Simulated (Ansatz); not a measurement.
Relaxation of Cl2FGeH (5 atoms, charge 0, multiplicity 1), to a largest force component of 0.02 eV/Å in at most 40 steps.

All numbers below come from Ansatz, RKS PBE/def2-SVP.

```xyz
5
Properties=species:S:1:pos:R:3:forces:R:3
Ge 0.000 0.000 0.000 0.28 0.45 -2.91
F 0.000 0.000 1.680 0.07 0.12 2.01
Cl 2.094 0.000 -0.739 -0.89 0.06 0.41
Cl -1.046 1.812 -0.739 0.49 -0.72 0.41
H -0.730 -1.265 -0.516 0.06 0.09 0.08
```

Task: Where does it end, and by what steps?

Result: The run converged. After 3 steps the energy has fallen by 0.144 eV; Cl3 moved furthest, 0.06 Å.

| step | energy less start (eV) | largest force component (eV/Å) | accepted |
| --- | --- | --- | --- |
| 0 | 0.0000 | 2.909 | yes |
| 1 | -0.1231 | 1.101 | yes |
| 2 | -0.1436 | 0.135 | yes |
| 3 | -0.1440 | 0.008 | yes |

```xyz
5
Properties=species:S:1:pos:R:3
Ge -0.004 -0.007 -0.057
F 0.016 0.027 1.688
Cl 2.044 0.023 -0.712
Cl -1.001 1.781 -0.713
H -0.737 -1.278 -0.521
```

Whether the end is a true minimum wasn't checked by a vibrational analysis.

Run time: 5.9 s on 2 threads of Arm Neoverse V1, on a shared host, peak memory 0.13 GiB.
